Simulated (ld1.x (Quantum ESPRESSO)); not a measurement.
## Ranking TM potentials for nickel

All share these settings but for the change named:

- Element: Ni (Z = 28)
- Generator: ld1.x (Quantum ESPRESSO) 7.5
- Type: norm-conserving Troullier–Martins (Kleinman–Bylander form)
- Functional: PBE
- Relativity: fully relativistic
- Frozen core: [Ne] 3s2
- Valence charge: 16
- Reference configuration: 3p6 3d8 4s2 4p0
- Partial waves: 3p (bound): rc 0.75 bohr; 3d (bound): rc 0.90 bohr; 4f channel at -0.05 Ry: rc 2.00 bohr; 4s (bound): rc 2.35 bohr
- Local potential: the s channel
- Core correction: none

Open shells are filled in proportion to 2j + 1 (rel_dist='average').

Cutoff: the first of the cutoffs (Ry, on a coarse ladder) from which the occupation-weighted sum of valence levels, in a spherical-Bessel basis at the reference potential, stays within 10 and 1 mRy of its value at 400 Ry; the density cutoff is not measured.

The base gives 260 Ry.

Of 12 variants that were run, those that failed, showed a ghost or another fault, or gave nearly equal values are left out.

A variant can come out equal or close to the base.

**Question.** Rank these variants from softest to hardest (loose cutoff).
A. all radii scaled by about 1.12 (s 2.62, p 0.84, d 1.00, f 2.24 bohr)
B. wave 3d (bound): rc 0.90 bohr becomes 3d (bound): rc 1.14 bohr
C. wave 4f channel at -0.05 Ry: rc 2.00 bohr becomes 4f channel at -0.05 Ry: rc 1.22 bohr

**Answer.** B (180 Ry), A (230 Ry), C (260 Ry).
